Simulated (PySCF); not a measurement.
I$_{3}$Pb (SMILES [I][Pb-]([I])[I]), charge -1, singlet, at a GFN2-xTB geometry (such geometries of metal compounds can be far from the true shape) (core potentials on I, Pb). Base run: PySCF with DF-PBE0/def2-SVP.

Input for PySCF:
```python
from pyscf import gto, scf, dft

mol = gto.M(
    atom='''
Pb   -0.008011   -0.009412    0.810548
I     0.428983   -2.525290   -0.443200
I     1.982873    1.637600   -0.379501
I    -2.399462    0.902252   -0.431354
''',
    basis='def2-svp',
    ecp={'I': 'def2-svp', 'Pb': 'def2-svp'},
    charge=-1,
    spin=0,
    verbose=4,
)

mf = dft.RKS(mol)
mf.xc = 'pbe0'
mf = mf.density_fit(auxbasis='def2-universal-jkfit')
mf.kernel()
```

Each row names what was changed in the base input (with any setting that the change needs).

| change | ΔE vs base (µEh) | SCF cycles | outcome |
|---|---|---|---|
| base | 0.0 | 11 | converged |
| conv_tol = 1e-6 | 0.0 | 9 | converged |
| damp = 0.5; diis_start_cycle = 5 | 0.0 | 11 | converged |
| conv_tol_grad = 1e-3 | 0.0 | 11 | converged |
| diis = off; damp = 0.3 (with mf.diis_start_cycle = 200; with mf.max_cycle = 150) | 0.0 | 35 | converged |
| conv_tol = 1e-12 | 0.0 | 12 | converged |
| diis_space = 4 | 0.0 | 12 | converged |
| init_guess = atom | 0.0 | 9 | converged |
| solver = newton | 0.0 | - | converged |
| diis = off (with mf.max_cycle = 100) | - | 100 | not converged |
| init_guess = sap | 0.0 | 12 | converged |
| level_shift = 0.5 (with mf.max_cycle = 100) | 0.0 | 28 | converged |
| level_shift = 0.3 (with mf.max_cycle = 100) | 0.0 | 19 | converged |
